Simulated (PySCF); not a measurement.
# Dipole moment and polarisability of `O=S1(=O)C=CCCC1`

Species: C5H8O2S.
Structure used (PBE0-D3(BJ)/def2-SVP), in Å, numbered top down from 1:
```xyz
16
C5H8O2S angstrom
O      0.5628   -1.8559    1.4438
S      0.4716   -0.9980    0.2663
O      1.0098   -1.4484   -1.0162
C      1.2009    0.5602    0.6792
C      0.6154    1.7342    0.4256
C     -0.7096    1.9387   -0.2409
C     -1.2808    0.6956   -0.9133
C     -1.2352   -0.5163    0.0014
H      2.1713    0.4573    1.1729
H      1.1398    2.6399    0.7518
H     -1.4163    2.3213    0.5203
H     -0.6131    2.7551   -0.9757
H     -2.3166    0.8809   -1.2355
H     -0.7006    0.4595   -1.8205
H     -1.7003   -1.4103   -0.4397
H     -1.6710   -0.3346    0.9956
```

Level: CAM-B3LYP/def2-SVPD (PySCF), static field, nuclei fixed, core orbitals frozen in the response. The polarisability tensor in these axes (au):

```
x   78.98 -6.44  5.90
y   -6.44 94.60 -3.07
z    5.90 -3.07 72.00
```

Question: Give the principal values, the mean and the anisotropy Δα = √{½[(α1 − α2)² + (α2 − α3)² + (α1 − α3)²]}.

Answer: Principal values 68.62, 79.09 and 97.87 au; mean 81.86 au = 12.13 Å³ = 13.50 × 10⁻⁴⁰ C²·m²/J; Δα = 25.67 au (31 % of the mean).

Question: What is the dipole moment, and where does it point?

Answer: (-2.82, 5.32, -0.18) D, 6.02 D in size, pointing from the negative to the positive side. Measured along this direction, the outermost atoms are O1 at the negative end and H12 and H11 at the positive end.

Question: Along which axes do the principal values lie, and how far do the nuclei extend along each?

Answer: Largest value along (-0.37, 0.91, -0.19), where the nuclei span 5.09 Å; middle along (0.78, 0.42, 0.47), 4.55 Å; least along (-0.51, -0.02, 0.86), 3.06 Å. The response follows the extents in order.

Question: Estimate the molar refractivity from the static electronic polarisability.

Answer: Lorentz–Lorenz: R = (4π/3)N_A α = 2.5225 cm³/(mol·Å³) × 12.13 Å³ = 30.6 cm³/mol, in the limit of long wavelengths.

Question: Refractivity n − 1 of an ideal gas of it at 500 K and 1 atm, from the electronic α?

Answer: N = p/kT = 1.4678 × 10¹⁹ cm⁻³, so n − 1 = 2π × N × 12.13 × 10⁻²⁴ cm³ = 1119 × 10⁻⁶ at long wavelengths, for an ideal gas.

Question: Find the Langevin capture rate constant for NH4+ (18.034 u) meeting this molecule (132.025 u), k = 2.342 × 10⁻⁹ cm³/s × √(α in Å³ / reduced mass in u).

Answer: The reduced mass is 15.87 u, so k = 2.05 × 10⁻⁹ cm³/s. The formula leaves out the permanent dipole, which adds to the capture rate.

Question: Rayleigh depolarisation ratio (linearly polarised light, static tensor)?

Answer: ρ = 3Δα²/(45ᾱ² + 4Δα²) = 1976.3/(301546 + 2635.1) = 0.0065.

One conformer (not necessarily the lowest) at the PBE0-D3(BJ)/def2-SVP geometry, without solvent, vibrations or thermal averaging.

The run behind these numbers computed excited states and ΔSCF ions as well. On one thread, x86-64 server, no GPU, on a shared host, this took 5.2 min.
